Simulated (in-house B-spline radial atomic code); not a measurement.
Pd II (Pd+) is squeezed into an impenetrable sphere of radius R (the orbitals vanish at R). No spin polarisation. Level of theory: non-relativistic Hartree-Fock, average of configuration, point nucleus; calculated with an all-electron radial atomic-structure program (B-spline basis).

Energies in eV above the free ion in [Kr] 4d9:

```tsv
R (bohr)	highest level (eV)	[Kr] 4d9	[Ar] 3d10 4s2 4p5 4d9 4f1	[Ar] 3d9 4s2 4p6 4d9 4f1	-dE/dV in [Kr] 4d9 (GPa)
7.02	-21	0.004222	72.79	360.4	0.0154
6.97	-21	0.004687	72.89	360.5	0.0173
5.3	-20.8	0.1441	78.11	365.9	0.89
4.38	-20.2	0.9143	84	371.8	8.23
3.89	-19.3	2.455	89.31	377	28.3
3.19	-16	10.48	104.6	391.3	189
2.48	-5.02	52.38	158.3	440.4	1790
2.09	11.6	142.4	258.9	534.2	7580
1.87	29.5	263.1	387.4	657	18600
1.28	176	1688	1829	2109	308000
```

Task: Does [Ar] 3d10 4s2 4p5 4d9 4f1 fall below [Kr] 4d9 under compression?

Result: No, it stays above over the whole range.

Task: Does [Ar] 3d9 4s2 4p6 4d9 4f1 fall below [Kr] 4d9 under compression?

Result: No, it stays above over the whole range.

The highest level is first positive in the row R = 2.09 bohr, pushed up by confinement above the zero of the free ion's potential. Each configuration is held fixed and needn't be the lowest in the sphere.
